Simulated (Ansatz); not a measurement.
Basis-set series for BrCl2FSn (`[F][Sn]([Cl])([Cl])[Br]`). Charge 0, multiplicity 1. Sn takes the def2 core potential. The geometry is a stationary point of PBE0-D4/def2-TZVP.

```xyz
5

F     0.243   -1.898    0.235
Sn   -0.008   -0.036   -0.003
Cl   -0.145    0.329   -2.252
Cl   -1.975    0.500    1.025
Br    1.885    1.105    0.995
```

| functional | basis | functions | energy (Eh) | HOMO (eV) | LUMO (eV) |
| --- | --- | --- | --- | --- | --- |
| PBE0-D4 | def2-TZVPP | 213 | -3808.26506 | -9.46 | -3.28 |
| PBE0-D4 | def2-QZVPP | 368 | -3808.35354 | -9.46 | -3.29 |
| ωB97M-V | def2-TZVPP | 213 | -3808.69364 | -11.68 | -1.23 |
| ωB97M-V | def2-QZVPP | 368 | -3808.77846 | -11.70 | -1.29 |

Task: Give the rows for def2-SVP. (Best estimate.)

Result: Ansatz gave: 
| functional | basis | functions | energy (Eh) | HOMO (eV) | LUMO (eV) |
| --- | --- | --- | --- | --- | --- |
| PBE0-D4 | def2-SVP | 108 | -3807.48976 | -9.36 | -3.19 |
| ωB97M-V | def2-SVP | 108 | -3807.92165 | -11.54 | -1.05 |

Scalar relativity is left out up to krypton.
